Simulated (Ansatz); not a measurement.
A nudged elastic band was laid between two geometries of CH$_{6}$Sn (8 atoms, charge 0, multiplicity 1).

Level of theory: Ansatz, RKS BLYP-D4/def2-SVP.

```json
{"movable images": "9", "climbing image": "yes", "spring": "5.0 eV/Å²", "optimiser": "quadratic models (default)", "start path": "through a guess of the saddle point", "force threshold": "0.03 eV/Å", "iteration limit": "60", "end points": "relaxed"}
```

First end point:

```xyz
8
Properties=species:S:1:pos:R:3
Sn 0.447 0.019 0.023
C 1.067 -0.022 2.123
H 0.177 -0.138 2.770
H 1.754 -0.873 2.293
H 1.584 0.922 2.379
H 1.835 0.166 -1.010
H -0.607 1.370 -0.261
H -0.398 -1.444 -0.379
```

Last end point:

```xyz
8
Properties=species:S:1:pos:R:3
Sn 0.073 -0.034 -1.009
C 1.519 0.020 1.869
H 0.435 -0.206 1.822
H 2.033 -0.808 2.392
H 1.663 0.975 2.409
H 1.972 0.119 0.857
H -0.912 1.247 -0.195
H -0.926 -1.314 -0.206
```

What changes between the two ends?

Bonds broken: Sn1–C2, Sn1–H6. Bonds formed: C2–H6. CH6Sn becomes CH4 + H2Sn.

What energy profile does the band end with?

The forces met the threshold. The highest image is number 5 of 0 to 10, 1.99 eV above the first end and 1.92 eV above the last; the last end lies 0.06 eV above the first. A vibrational analysis at the climbing image gives one clearly imaginary mode, 893i cm⁻¹: a first-order saddle point. The orbitals stay closed-shell, which can raise the energy where a bond breaks towards radicals; this wasn't checked here.

| image | path coordinate (Å) | energy (eV) | Sn1–C2 (Å) | Sn1–H6 (Å) | C2–H6 (Å) |
| --- | --- | --- | --- | --- | --- |
| 0 | 0.00 | 0.00 | 2.19 | 1.74 | 3.23 |
| 1 | 0.32 | 0.06 | 2.17 | 1.73 | 2.98 |
| 2 | 0.65 | 0.32 | 2.15 | 1.72 | 2.71 |
| 3 | 0.97 | 0.88 | 2.21 | 1.69 | 2.43 |
| 4 | 1.30 | 1.65 | 2.38 | 1.68 | 2.17 |
| 5 | 1.62 | 1.99 | 2.61 | 1.73 | 1.94 |
| 6 | 1.97 | 1.59 | 2.71 | 1.84 | 1.57 |
| 7 | 2.32 | 0.54 | 2.81 | 2.02 | 1.22 |
| 8 | 2.67 | 0.12 | 3.06 | 2.27 | 1.12 |
| 9 | 3.02 | 0.07 | 3.21 | 2.50 | 1.12 |
| 10 | 3.37 | 0.06 | 3.22 | 2.67 | 1.11 |

What is the geometry of the highest image?


```xyz
8
Properties=species:S:1:pos:R:3:forces:R:3
Sn 0.310 0.032 -0.552 0.00 0.00 0.00
C 1.170 -0.004 1.915 0.00 0.00 0.00
H 0.183 -0.118 2.393 0.00 0.00 0.00
H 1.825 -0.875 2.081 0.00 0.00 0.00
H 1.653 0.956 2.158 0.00 0.00 0.00
H 1.902 0.124 0.126 0.00 0.00 0.00
H -0.700 1.355 -0.031 0.00 0.00 0.00
H -0.485 -1.469 -0.152 0.00 0.00 0.00
```

What are the harmonic wavenumbers there?

893i, 112, 291, 394, 422, 600, 667, 714, 765, 1013, 1378, 1383, 1756, 1793, 1852, 3000, 3140, 3141 cm⁻¹.

The band took 18 iterations and about 2.3 core-minutes.

Run time: 2.3 min on 1 thread of Intel(R) Xeon(R) 6975P-C (Granite Rapids) (shared host), peak memory 0.13 GiB.
